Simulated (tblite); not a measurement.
C6H12N (doublet state).
Structure used (GFN2-xTB), in Å, numbered top down from 1:
```xyz
19
C6H12N angstrom
C     -1.380    1.569   -0.828
C     -1.025    0.295   -0.873
C     -0.224   -0.414    0.202
C     -0.723   -1.864    0.353
N     -0.291    0.333    1.451
C      1.156   -0.372   -0.358
C      2.037    0.800   -0.188
H     -1.154    2.182    0.026
H     -1.905    2.038   -1.643
H     -1.241   -0.313   -1.741
H     -0.124   -2.389    1.096
H     -0.648   -2.401   -0.590
H     -1.764   -1.869    0.673
H      0.280   -0.124    2.153
H     -1.248    0.359    1.785
H      1.427   -1.125   -1.081
H      1.604    1.487    0.533
H      3.028    0.492    0.157
H      2.188    1.327   -1.136
```

Structure optimised with GFN2-xTB, isolated species. This method treats the open shell by occupation alone, without spin polarisation.

Masses are those of the commonest isotopes; rigid-rotor values at the optimised geometry. The values belong to one conformer with, in the numbering `[CH2:1]=[CH:2][C@:3]([CH3:4])([NH2:5])[CH:6][CH3:7]`, C1–C2–C3–C4 144°, C2–C3–N5–H -177° and 64°, C2–C3–C6–C7 84°.

Give the principal moments of inertia and the rotational constants in cm⁻¹.

Ia = 183.21, Ib = 197.86, Ic = 266.23 u·Å²; 505379 MHz·u·Å²/I gives 2758, 2554 and 1898 MHz, that is A = 0.09201, B = 0.08520, C = 0.06332 cm⁻¹.

What kind of rotor is it?

An asymmetric top. Ray's parameter κ = (2B − A − C)/(A − C) = 0.525; −1 is the prolate and +1 the oblate limit.

Is it planar, by Δ = Ic − Ia − Ib?

Not planar: Δ = Ic − Ia − Ib = -114.84 u·Å². For a rigid frame Δ = −2 Σ m c², so Σ m c² = 57.42 u·Å² lies off the ab plane: 17.00 from hydrogen and 40.42 from heavier atoms. The atom farthest from that plane is 1.86 Å away.

For this open shell read J as N, the rotation without spin; fine and hyperfine splittings come on top. Its GFN2-xTB frequencies are all real (lowest 68 cm⁻¹). Zero-point vibration and centrifugal distortion are left out.

All values are computed, not measured.
